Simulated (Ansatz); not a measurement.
Harmonic frequencies (cm⁻¹) at PBE0-D4/def2-TZVP from Ansatz: 67, 114, 135, 201, 299, 405, 472, 475, 577, 633, 647, 711, 769, 827, 852, 862, 883, 886, 1052, 1343, 1446, 2133, 2165, 2612, 2699, 3115, 3178.

Each molecule was computed in one conformer, which needn't be the lowest.

**Question.** Which molecule is it?
A. `SB[B]1[CH2][GeH2]1`
B. `[BH2][GeH2][BH]N`
C. `C=C(O)S[SiH3]`
D. `[AlH2][O][GaH][SiH3]`

**Answer.** A.
